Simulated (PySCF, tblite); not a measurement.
Species: C4H6F2O.
Numbering: `[CH3:1][C:2]([CH3:3])([F:4])[C:5](=[O:6])[F:7]` (hydrogens: H8, H9, H10 on C1; H11, H12, H13 on C3)

Computed geometry: GFN2-xTB, gas phase.

(1) What internal coordinates does the optimisation give?

Answers

(1) 
```csv
bond,length (Å),order
"C1–C2, C2–C3",1.528,single
C2–F4,1.385,single
C2–C5,1.514,single
C5=O6,1.174,double
C5–F7,1.369,single
C1–H8 and 5 like bonds,1.087,single
```

Bonds in one row agree within 0.01 Å and their mean is given. Orders are formal, as drawn. A selection of angles:
```csv
angle,degrees
C2–C1–H8,110.1
H8–C1–H9,109.4
C1–C2–C3,112.9
C1–C2–F4,108.5
C1–C2–C5,110.3
F4–C2–C5,106.7
C2–C5–O6,130.7
C2–C5–F7,109.5
O6–C5–F7,119.8
```

Dihedral angles: C1–C2–C5–O6 -120° (anticlinal).

Of the pairs four or more bonds apart, F7···H8 is among the closest relative to their van der Waals radii: 2.55 Å, 95 % of the sum of Bondi's values.

Its GFN2-xTB frequencies are all real (lowest 52 cm⁻¹). One conformer, not necessarily the lowest. 3 starts were optimised and ended at 0.00, 0.74 and 0.77 kcal/mol (GFN2-xTB); the lowest of these is shown.
